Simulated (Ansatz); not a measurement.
Start from `[OH][W]([OH])([OH])(=[S])[Cl]` and change one atom or group to get `[OH][W]([OH])([OH])([F])=[S]`.

Ansatz, PBE0-D4/def2-TZVP geometries, multiplicity 1. Each molecule was computed in one conformer, which needn't be the lowest.

Elements past krypton have def2 core potentials.

```
                                                                                  property  `[OH][W]([OH])([OH])(=[S])[Cl]`
ideal-gas entropy at 298 K and 1 bar (rigid rotor, harmonic PBE0-D4/def2-TZVP) / J/(mol·K)                              406
                                                       HOMO–LUMO gap (PBE/def2-TZVPP) / eV                             3.21
                                                       LUMO energy (B3LYP/def2-TZVPP) / eV                            -3.08
                                        size of the dipole moment (ωB97M-V/def2-TZVPP) / D                             1.54
                                          size of the dipole moment (B3LYP/def2-TZVPP) / D                             1.50
                                                        HOMO energy (PBE0/def2-TZVPP) / eV                            -8.06
```

(1) What does the change do to each property? (Best estimate.)

Results:

(1) The calculation gave: 
| property | `[OH][W]([OH])([OH])([F])=[S]` | shift |
| --- | --- | --- |
| ideal-gas entropy at 298 K and 1 bar (rigid rotor, harmonic PBE0-D4/def2-TZVP) / J/(mol·K) | 385 | -21 |
| HOMO–LUMO gap (PBE/def2-TZVPP) / eV | 3.13 | -0.08 |
| LUMO energy (B3LYP/def2-TZVPP) / eV | -2.96 | 0.12 |
| size of the dipole moment (ωB97M-V/def2-TZVPP) / D | 2.66 | 1.12 |
| size of the dipole moment (B3LYP/def2-TZVPP) / D | 2.65 | 1.15 |
| HOMO energy (PBE0/def2-TZVPP) / eV | -7.94 | 0.12 |

Dipoles are sizes alone; their direction can turn.

B3LYP here is the variant with VWN-RPA as its local correlation; programs differ in this.
